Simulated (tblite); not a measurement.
Species: C7H4ClP.
Numbering: `[P:1]#[C:2][c:3]1[cH:4][cH:5][c:6]([Cl:7])[cH:8][cH:9]1` (hydrogens: H10 on C4; H11 on C5; H12 on C8; H13 on C9)

The geometry is computed with GFN2-xTB (gas phase).

**Question.** List the bond lengths and angles at this level.

**Answer.** 
| bond | length (pm) | order |
| --- | --- | --- |
| P1≡C2 | 155.9 | triple |
| C2–C3 | 140.0 | single |
| C3–C4, C3–C9 | 140.1 | aromatic |
| C4–C5, C8–C9 | 137.9 | aromatic |
| C5–C6, C6–C8 | 138.8 | aromatic |
| C6–Cl7 | 172.8 | single |
| C4–H10, C9–H13 | 108.0 | single |
| C5–H11, C8–H12 | 107.9 | single |

Bonds in one row agree within 1 pm and their mean is given. Orders are formal, as drawn. A selection of angles:
| angle | degrees |
| --- | --- |
| P1–C2–C3 | 180.0 |
| C2–C3–C4 | 120.5 |
| C2–C3–C9 | 120.5 |
| C4–C3–C9 | 119.0 |
| C3–C4–C5 | 120.5 |
| C4–C5–C6 | 119.6 |
| C5–C6–Cl7 | 119.6 |
| C5–C6–C8 | 120.9 |

The 6-membered ring C3–C4–C5–C6–C8–C9 has internal angles of 119.0° to 120.9°; it is planar, 0.00 Å rms from its mean plane, widest ring torsion 0°. The 9 heavy atoms lie in one plane (0.001 Å rms). The 7 C–C bonds span 1.379 Å (C8–C9, aromatic) to 1.401 Å (C3–C9, aromatic), a spread of 0.022 Å.

Point group: C2v (every atom within 0.08 Å of its image). Its GFN2-xTB frequencies are all real (lowest 62 cm⁻¹).

Time: 0.17 s wall. Hardware: Arm Neoverse N1, one thread, on a shared host. This is the geometry optimisation.
